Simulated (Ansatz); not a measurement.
**Ligand exchange: CH2BrI + C2H5ClSn → CH2ClI + C2H5BrSn**

Species: CH2BrI (bromoiodomethane) `BrCI`, singlet; C2H5ClSn `C[CH2][Sn][Cl]`, singlet; CH2ClI (chloroiodomethane) `ClCI`, singlet; C2H5BrSn `C[CH2][Sn][Br]`, singlet. The partners trade Br for Cl: C–Br and Sn–Cl bonds give way to C–Cl and Sn–Br.

Shapes, held fixed at every level: PBE0-D4/def2-TZVP. Flexible molecules stand in one conformer, not always the lowest. Programs: Ansatz 0.2.0. The zero-point and thermal change to 298 K, harmonic and unscaled (PBE0-D4/def2-TZVP), is +0.9 kJ/mol.

(1) Estimate ΔH(298 K) of this reaction.

Results:

(1) The highest level, CCSD(T)/def2-TZVPP, gives ΔH(298 K) = -3.6 kJ/mol; the levels span -11.0 to -2.8. That is about zero within the method's error. The column of differences is taken from that level and isn't an error. No measured value is set beside it here. For atoms past krypton def2 sets carry core potentials with scalar relativity. Relativity is left out for Br. Outer-core shells of Br, I, Sn are correlated, in sets that cover them unevenly.

| level | kind | ΔH(298 K) (kJ/mol) | less CCSD(T)/def2-TZVPP |
| --- | --- | --- | --- |
| r2SCAN-D4/def2-TZVPP | meta-GGA | -7.7 | -4.1 |
| PBE0-D4/def2-TZVPP | global hybrid | -9.1 | -5.5 |
| r2SCAN0-D4/def2-TZVPP | global hybrid | -9.2 | -5.6 |
| wB97X-V/def2-TZVPP | range-separated hybrid | -6.1 | -2.5 |
| B2PLYP/def2-TZVPP | double hybrid | -5.6 | -2.0 |
| MP2/def2-TZVPP | perturbation theory | -2.8 | +0.8 |
| CCSD(T)/def2-SVP | coupled cluster or CI | -11.0 | -7.4 |
| CCSD(T)/def2-TZVPP | coupled cluster or CI | -3.6 | 0.0 |
